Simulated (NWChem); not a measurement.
System: MgHOF; SMILES [OH][Mg][F]

```xyz
4

Mg     0.1412    -0.2608     0.0000
F     -0.3352    -1.9546     0.0000
O      0.6156     1.4262     0.0000
H      0.8732     2.3410     0.0000
```
Atoms are numbered in this order, from 1.

Structure relaxed at the PBE0/def2-SVP level.

### Question
Give the principal values of the shielding tensors (ppm) of Mg1, F2, O3 from B3LYP/6-311G** (spherical d), GIAO (NWChem), with their diamagnetic and paramagnetic parts as GIAO splits them.

### Answer
```csv
atom,σ11,σ22,σ33,isotropic,diamagnetic,paramagnetic
Mg1,470.2,470.2,712.9,551.1,711.1,-160.0
F2,372.7,372.7,485.1,410.2,471.8,-61.6
O3,366.7,366.7,416.9,383.4,389.5,-6.1
```
